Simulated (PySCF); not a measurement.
Species: ZnMe(CCH), C3H4Zn (singlet state).
SMILES: `C#[C][Zn][CH3]`

Theory: TDDFT PBE0/def2-SVPD, vertical, gas phase, core orbitals frozen in the response (PySCF 2.14.0, density-fitted response routines). Geometry: PBE0-D3(BJ)/def2-SVP; no solvent, vibrations or thermal averaging.

Broadening: Gaussians 0.25 eV wide at half height, area fixed by f = 4.319×10⁻⁹ ∫ε dν̃. The width is an assumption, not a result. The curve ends short of the highest state used, and states not computed would add to its high-energy end.

```json
{"λ (nm)": "166.2", "ε (L mol⁻¹ cm⁻¹)": "25627"}
{"λ (nm)": "167.5", "ε (L mol⁻¹ cm⁻¹)": "39224"}
{"λ (nm)": "168.8", "ε (L mol⁻¹ cm⁻¹)": "44767"}
{"λ (nm)": "170.2", "ε (L mol⁻¹ cm⁻¹)": "38430"}
{"λ (nm)": "171.5", "ε (L mol⁻¹ cm⁻¹)": "27736"}
{"λ (nm)": "172.8", "ε (L mol⁻¹ cm⁻¹)": "21356"}
{"λ (nm)": "174.1", "ε (L mol⁻¹ cm⁻¹)": "22383"}
{"λ (nm)": "175.4", "ε (L mol⁻¹ cm⁻¹)": "27011"}
{"λ (nm)": "176.8", "ε (L mol⁻¹ cm⁻¹)": "29038"}
{"λ (nm)": "178.1", "ε (L mol⁻¹ cm⁻¹)": "25097"}
{"λ (nm)": "179.4", "ε (L mol⁻¹ cm⁻¹)": "17435"}
{"λ (nm)": "180.7", "ε (L mol⁻¹ cm⁻¹)": "9783"}
{"λ (nm)": "182.0", "ε (L mol⁻¹ cm⁻¹)": "4474"}
{"λ (nm)": "183.4", "ε (L mol⁻¹ cm⁻¹)": "1567"}
{"λ (nm)": "184.7", "ε (L mol⁻¹ cm⁻¹)": "562"}
{"λ (nm)": "186.0", "ε (L mol⁻¹ cm⁻¹)": "391"}
{"λ (nm)": "187.3", "ε (L mol⁻¹ cm⁻¹)": "698"}
{"λ (nm)": "188.6", "ε (L mol⁻¹ cm⁻¹)": "1374"}
{"λ (nm)": "190.0", "ε (L mol⁻¹ cm⁻¹)": "2383"}
{"λ (nm)": "191.3", "ε (L mol⁻¹ cm⁻¹)": "3295"}
{"λ (nm)": "192.6", "ε (L mol⁻¹ cm⁻¹)": "3825"}
{"λ (nm)": "193.9", "ε (L mol⁻¹ cm⁻¹)": "3752"}
{"λ (nm)": "195.2", "ε (L mol⁻¹ cm⁻¹)": "3130"}
{"λ (nm)": "196.6", "ε (L mol⁻¹ cm⁻¹)": "2166"}
{"λ (nm)": "197.9", "ε (L mol⁻¹ cm⁻¹)": "1318"}
{"λ (nm)": "199.2", "ε (L mol⁻¹ cm⁻¹)": "695"}
{"λ (nm)": "200.5", "ε (L mol⁻¹ cm⁻¹)": "320"}
{"λ (nm)": "201.8", "ε (L mol⁻¹ cm⁻¹)": "129"}
{"λ (nm)": "203.2", "ε (L mol⁻¹ cm⁻¹)": "42"}
{"λ (nm)": "204.5", "ε (L mol⁻¹ cm⁻¹)": "13"}
{"λ (nm)": "205.8", "ε (L mol⁻¹ cm⁻¹)": "4"}
{"λ (nm)": "207.1", "ε (L mol⁻¹ cm⁻¹)": "1"}
{"λ (nm)": "208.4", "ε (L mol⁻¹ cm⁻¹)": "0"}
{"λ (nm)": "209.8", "ε (L mol⁻¹ cm⁻¹)": "0"}
{"λ (nm)": "211.1", "ε (L mol⁻¹ cm⁻¹)": "0"}
{"λ (nm)": "212.4", "ε (L mol⁻¹ cm⁻¹)": "0"}
{"λ (nm)": "213.7", "ε (L mol⁻¹ cm⁻¹)": "0"}
{"λ (nm)": "215.0", "ε (L mol⁻¹ cm⁻¹)": "0"}
{"λ (nm)": "216.4", "ε (L mol⁻¹ cm⁻¹)": "0"}
{"λ (nm)": "217.7", "ε (L mol⁻¹ cm⁻¹)": "0"}
{"λ (nm)": "219.0", "ε (L mol⁻¹ cm⁻¹)": "0"}
{"λ (nm)": "220.3", "ε (L mol⁻¹ cm⁻¹)": "0"}
{"λ (nm)": "221.6", "ε (L mol⁻¹ cm⁻¹)": "0"}
{"λ (nm)": "223.0", "ε (L mol⁻¹ cm⁻¹)": "0"}
{"λ (nm)": "224.3", "ε (L mol⁻¹ cm⁻¹)": "0"}
{"λ (nm)": "225.6", "ε (L mol⁻¹ cm⁻¹)": "0"}
{"λ (nm)": "226.9", "ε (L mol⁻¹ cm⁻¹)": "0"}
{"λ (nm)": "228.2", "ε (L mol⁻¹ cm⁻¹)": "0"}
{"λ (nm)": "229.6", "ε (L mol⁻¹ cm⁻¹)": "0"}
{"λ (nm)": "230.9", "ε (L mol⁻¹ cm⁻¹)": "0"}
{"λ (nm)": "232.2", "ε (L mol⁻¹ cm⁻¹)": "0"}
{"λ (nm)": "233.5", "ε (L mol⁻¹ cm⁻¹)": "0"}
{"λ (nm)": "234.8", "ε (L mol⁻¹ cm⁻¹)": "0"}
{"λ (nm)": "236.2", "ε (L mol⁻¹ cm⁻¹)": "0"}
{"λ (nm)": "237.5", "ε (L mol⁻¹ cm⁻¹)": "0"}
{"λ (nm)": "238.8", "ε (L mol⁻¹ cm⁻¹)": "0"}
```

Task: Locate the maxima and give the states behind the curve.

Result: 193 nm (6.42 eV), ε about 3900, made up of S4 (50%) and S5 (50%); 177 nm (7.02 eV), ε about 29000, made up of S6 (12%) and S8 (77%); 169 nm (7.35 eV), ε about 45000, made up of S9 (99%) (ε in L mol⁻¹ cm⁻¹; maxima over ε = 5, shares over 10%). The states used: S1 5.57 eV (f 0.0000); S2 5.73 eV (f 0.0000); S3 5.73 eV (f 0.0000); S4 6.42 eV (f 0.018); S5 6.42 eV (f 0.018); S6 7.01 eV (f 0.032); S7 7.01 eV (f 0.027); S8 7.02 eV (f 0.208); S9 7.35 eV (f 0.413); S10 7.94 eV (f 0.0001); S11 8.01 eV (f 0.050); S12 8.01 eV (f 0.050); S13 8.06 eV (f 0.0001); S14 8.06 eV (f 0.0001).

Task: What would ε be at 7.35 eV, the highest of these maxima, with half the width (0.125 eV)?

Result: About 89000 L mol⁻¹ cm⁻¹ against 44800, a factor of about 1.99; a lone state at its own centre would give exactly 2.

Task: On this curve, what absorbance would a 10⁻³ mol/L sample give at 193 nm over a 1 cm path?

Result: 193 nm is 6.424 eV, where ε is about 3900 L mol⁻¹ cm⁻¹, so A = ε c l ≈ 3.9 (Beer–Lambert, with the gas-phase spectrum and the assumed width).

Task: Coming from long wavelengths, where does ε first pass 100 L mol⁻¹ cm⁻¹?

Result: At about 202 nm (6.13 eV), 0.57 eV above S1.

All these states lie below the vertical ionisation energy of 10.05 eV (ΔSCF).
